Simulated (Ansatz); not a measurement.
All values below come from frozen-core CCSD(T)/def2-TZVPP // PBE0-D3(BJ)/def2-TZVP in Ansatz (a first-principles code).

Ansatz 0.2 input:
```yaml
crystal:
  periodic: [false, false, false]
  atoms:
    - { symbol: I, position_ang: [-2.074672, -1.295975, -0.139709] }
    - { symbol: Al, position_ang: [-0.000005, -0.000004, -0.000001] }
    - { symbol: I, position_ang: [-0.08237, 2.448766, -0.007011] }
    - { symbol: I, position_ang: [2.157047, -1.152788, 0.146719] }
basis:
  gaussian: { orbitals: def2-TZVPP }
correlation:
  method: ccsd_t
```

Output:

```
Functional definition: HF
1696 factors; integrals over basis functions are off by at most 6.6e-4 eV
mean field evaluation 1: about -30804.9515 eV, gradient 1.6e1 eV
mean field evaluation 2: about -30805.1174 eV, gradient 1.6e1 eV
mean field evaluation 4: about -30806.2074 eV, gradient 2.1e0 eV
mean field evaluation 8: about -30806.2422 eV, gradient 1.2e-1 eV
mean field evaluation 16: about -30804.9502 eV, gradient 1.6e1 eV
mean field -30806.24234485 eV, -1132.1085249521 hartree, gradient 1.6e-6 eV, S^2 0.000000; 0 other end points of the search recorded, 0 dependent functions left out
17 core orbitals not correlated
reference -30806.24234485 eV, -1132.1085249521 hartree; 27, 27 occupied and 148, 148 virtual orbitals, 1696 factors
second order -42.20052591 eV of doubles, -0.00000000 eV of singles
cycle   1  -38.82044139 eV  change     3.4e0 eV  update   1.2e-1
cycle   2  -39.75749031 eV  change   -9.4e-1 eV  update   3.0e-2
cycle   3  -39.84657350 eV  change   -8.9e-2 eV  update   1.3e-2
cycle   4  -39.80385698 eV  change    4.3e-2 eV  update   3.3e-3
cycle   5  -39.80371565 eV  change    1.4e-4 eV  update   1.8e-3
cycle   6  -39.80517236 eV  change   -1.5e-3 eV  update   3.6e-4
cycle   7  -39.80471847 eV  change    4.5e-4 eV  update   1.3e-4
cycle   8  -39.80461115 eV  change    1.1e-4 eV  update   3.8e-5
cycle   9  -39.80465947 eV  change   -4.8e-5 eV  update   1.5e-5
perturbative correction -0.94712818 eV, -0.0348063186 hartree
Total energy: -30846.99413250 eV, -1133.6061255258 hartree
```

Cost: roughly 50 core-seconds.
